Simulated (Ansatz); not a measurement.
Input file for Ansatz (a program for electronic structure): R-wB97M-V/def2-TZVPP on GeH3NS (SMILES [NH2][Ge][SH]), a point of a torsion scan.

Ansatz 0.2 input:
```yaml
crystal:
  periodic: [false, false, false]
  atoms:
    - {symbol: N, position_ang: [-1.14466634, 0.09002312, 0.24248668]}
    - {symbol: Ge, position_ang: [0.21286683, -0.84685210, 0.97792351]}
    - {symbol: S, position_ang: [1.87916850, 0.54812398, 0.25814493]}
    - {symbol: H, position_ang: [-1.05786073, 0.92720864, -0.31685947]}
    - {symbol: H, position_ang: [-2.10845024, -0.20773870, 0.25958146]}
    - {symbol: H, position_ang: [2.28900310, 0.81228727, 1.49154522]}
basis:
  gaussian:
    orbitals: def2-TZVPP
hamiltonian:
  xc: {name: wB97M-V}
scf: {lower_state_search: off}
```

It printed:

```
WARN ansatz: RAYON_NUM_THREADS=1 ignored (pool sized by the plan → 1); use --threads N
Functional definition: wB97M-V
these checks for a lower state are left out or cut short: stability, starts, cluster_reference, orbital_swaps, neighbouring_geometries, increment
integrals: 0.11 GiB planned
1009 factors; their error is unknown
integrals: 0.14 GiB planned
198 factors; integrals over basis functions are off by at most 1.3e-5 eV
mean field: 0.91 GiB planned
mean field evaluation 1: about -68884.6514 eV, gradient 5.3e1 eV
mean field evaluation 2: about -68881.8843 eV, gradient 6.4e1 eV
mean field evaluation 4: about -68890.0903 eV, gradient 2.0e0 eV
mean field evaluation 8: about -68890.1019 eV, gradient 4.6e-2 eV
mean field evaluation 16: about -68890.2656 eV, gradient 9.4e-5 eV
mean field -68890.26558571 eV, -2531.6705647756 hartree, gradient 1.9e-6 eV, S^2 0.000000; 0 other end points of the search recorded, 0 dependent functions left out
reference -68890.26562356 eV, -2531.6705661668 hartree; 29, 29 occupied and 134, 134 virtual orbitals, 1009 factors
Total energy: -68890.26562356 eV, -2531.6705661668 hartree
Checks for a lower state left out: stability, starts, cluster_reference, orbital_swaps, neighbouring_geometries, increment
```

The run converged.

Cost: about 5 core-seconds (a rough figure).
